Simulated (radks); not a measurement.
The numbers below are computed, except where a source is named.
Task: Successive ionisation energies (eV) of one element, from differences of total energies of ions in their ground configurations, starting at charge 66: 7988.1, 8119.7, 17576.5, 17932.5, 18290.0, 18648.7, 20915, 21325, 21922, 22239, 89411, 90679. Code: a radial shooting solver on a logarithmic mesh with Libxc functionals. Model: Dirac Kohn-Sham, PBE, spin-unpolarised, spherical densities, finite nucleus; open shells fill j = l - 1/2 first; Fermi nuclear charge, rms radius 5.427 fm. Which element is it?

Result: Platinum (Z = 78). The first species listed is Pt66+ in [Ne] 3s2, the last Pt77+ in 1s1.
